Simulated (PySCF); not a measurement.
Exercise with solution: dipole moment from atomic charges

C2H4GeN2, SMILES [CH](=N/C#N)/[GeH3]. Atoms are numbered in the order given.

```xyz
9

N      2.6732    -0.8909    -0.8083
C      2.0531    -0.0268    -0.3350
N      1.4696     1.0340     0.2191
C      0.2130     1.1062     0.4485
Ge    -1.1837    -0.2464     0.0787
H     -0.1141     2.0515     0.9128
H     -1.8135    -0.6192     1.4295
H     -2.2375     0.4328    -0.8089
H     -0.5532    -1.4589    -0.6094
```

Coordinates come from a PBE0-D3(BJ)/def2-SVP optimisation. The structure was generated by enumeration; whether it is a known compound was not checked.

Charges (e) from PBE/def2-TZVP (PySCF):

```tsv
atom	ESP fit	Mulliken
N1	-0.524	0.013
C2	0.632	-0.097
N3	-0.463	-0.105
C4	0.192	-0.090
Ge5	0.066	0.026
H6	0.099	0.145
H7	-0.007	0.024
H8	-0.008	0.024
H9	0.013	0.059
```

The dipole moment of the full density is 4.43 D.

Question: What dipole moment does each set of point charges give, and which comes closer to that of the density?

Answer: 
μ = Σ q r, and 1 e Å = 4.8032 D.
ESP fit: Σ q r = (-0.809, 0.352, 0.281) e Å, |μ| = 4.45 D.
Mulliken: Σ q r = (-0.515, -0.017, 0.072) e Å, |μ| = 2.50 D.
ESP fit comes closer in size. Point charges leave out the atoms' own dipoles (lone pairs, polarised bonds); fits to the potential absorb them, partitions of the density don't.
